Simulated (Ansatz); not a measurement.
```yaml
crystal:
  periodic: [false, false, false]
  atoms:
    - {symbol: F, position_ang: [-1.949893, -0.092932, -1.427657]}
    - {symbol: Si, position_ang: [-0.674619, -0.965297, -1.042059]}
    - {symbol: O, position_ang: [-0.059854, -0.419236, 0.358930]}
    - {symbol: Xx, position_ang: [0.646356, 0.792703, 1.180760]}
    - {symbol: Cl, position_ang: [1.763743, 1.943881, -0.094663]}
    - {symbol: H, position_ang: [0.312972, -0.818905, -2.130468]}
    - {symbol: H, position_ang: [-1.120909, -2.356005, -0.833046]}
    - {symbol: H, position_ang: [-0.384674, 1.660200, 1.784714]}
    - {symbol: H, position_ang: [1.555480, 0.209391, 2.186390]}
basis:
  gaussian: {orbitals: aug-pcseg-2}
hamiltonian: {xc: {name: B3LYP5}}
accuracy: high
```

```sh
$ ansatz run in.yaml --threads 4 --pin off --events-out ev --progress --plain --max-ram 10444MiB
```

Output, abridged:

```
Error: YAML parse error: error: line 7 column 16: `Xx` is not an element symbol (H … Og, case-exact)
 --> <input>:7:16
5 |     - {symbol: Si, position_ang: [-0.674619, -0.965297, -1.042059]}
6 |     - {symbol: O, position_ang: [-0.059854, -0.419236, 0.358930]}
7 |     - {symbol: Xx, position_ang: [0.646356, 0.792703, 1.180760]}
8 |     - {symbol: Cl, position_ang: [1.763743, 1.943881, -0.094663]}
9 |     - {symbol: H, position_ang: [0.312972, -0.818905, -2.130468]}
```

Question: Something in this input is off. What?

Answer: An element symbol is wrong. The program refused the input.

B3LYP here is the variant with VWN-RPA as its local correlation; programs differ in this.
